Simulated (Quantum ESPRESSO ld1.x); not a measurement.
Q: Te, configuration [Kr] 4d10 5s1.75 5p4 6s0.25 (fractional occupations, a model configuration). Calculated with ld1.x of Quantum ESPRESSO 7.5: Dirac Kohn-Sham, BLYP, spin-unpolarised, spherical densities, point nucleus; open shells fill j = l - 1/2 first. Some entries of the table are withheld. Estimate them.

orbital  occ.  eigenvalue (eV)  <r^2> (bohr^2)
1s1/2       2              (1)        0.001048
2s1/2       2         -4847.20         0.01688
2p1/2       2         -4541.82         0.01250
2p3/2       4         -4267.20         0.01379
3s1/2       2         -965.283          0.1186
3p1/2       2         -839.731          0.1133
3p3/2       4         -788.561          0.1216
3d3/2       4         -567.003             (2)
3d5/2       6         -556.301             (3)
4s1/2       2              (4)          0.6609
4p1/2       2         -122.076          0.7330
4p3/2       4         -112.331          0.7866
4d3/2       4         -43.5393           1.095
4d5/2       6         -42.0688           1.124
5s1/2    1.75         -16.0438           4.855
5p1/2       2          -7.2852           7.512
5p3/2       2          -6.4522           8.309
6s1/2    0.25          -1.0002           64.63

A: 
(1) 1s1/2 eigenvalue (eV): -31612.8
(2) 3d3/2 <r^2> (bohr^2): 0.1030
(3) 3d5/2 <r^2> (bohr^2): 0.1054
(4) 4s1/2 eigenvalue (eV): -165.225
